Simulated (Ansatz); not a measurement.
`B[Se]CF` + H₂ → `B[SeH]` + `CF` at 298.15 K and 1 bar (hydrogenolysis of the Se–C bond).

Computed with Ansatz on PBE0-D4/def2-TZVP structures; ΔE is electronic, products minus reactants. CCSD(T)/CBS is the MP2 limit (def2-TZVPP, def2-QZVPP) plus CCSD(T) − MP2 in def2-TZVPP, frozen cores. This one scheme is used for every species. For Se outer-core shells are correlated without core-valence functions, which leaves a few kJ/mol of doubt a bond. Scalar relativity is left out up to krypton. Each species was taken in one conformer, which may not be the lowest.

```csv
species,CCSD(T)/CBS energy (Eh),H − E (kJ/mol),S (J/(mol·K))
`B[Se]CF`,-2565.74152,153.0,320.4
H₂,-1.17544,35.1,130.4
`B[SeH]`,-2427.30556,87.1,258.2
`CF`,-139.63461,113.4,222.6
```

H − E and S are ideal-gas, rigid-rotor, harmonic terms from PBE0-D4/def2-TZVP, for one conformer and one mirror image of each species. The MP2-based limit puts H₂ 0.8 mEh under its directly extrapolated value; such offsets cancel only in part. 1 Eh = 2625.50 kJ/mol, R = 8.31446 J/(mol·K).

Q: By hand: ΔE, ΔH, ΔS and ΔG.

A: ΔE = (-2427.30556) + (-139.63461) − (-2565.74152) − (-1.17544) = -0.02321 Eh = -60.9 kJ/mol. Δ(H − E) = 87.1 + 113.4 − 153.0 − 35.1 = 12.4, so ΔH = -48.5 kJ/mol. ΔS = 258.2 + 222.6 − 320.4 − 130.4 = 30.0 J/(mol·K). ΔG = -48.5 − 298.15 × (30.0)/1000 = -57.4 kJ/mol.

Q: By hand: the equilibrium constant, and the temperature at which ΔG would vanish if ΔH and ΔS stayed fixed.

A: log₁₀ K = −ΔG/(RT ln 10) = 10.1. ΔH and −TΔS have one sign here, so there is no such temperature.

ΔH outweighs TΔS. A doubt of 5 kJ/mol in ΔE shifts log₁₀ K by 0.9 here. Other conformers and mirror images would add mixing entropy, several J/(mol·K) or more a flexible species. Modes under 60 cm⁻¹, often nearly free rotors, make the harmonic entropy too high. These are equilibria of isolated gas molecules and say nothing of rates. Largest T1 diagnostic: 0.013 (customary marks: 0.02 for closed shells, 0.045 for open ones).
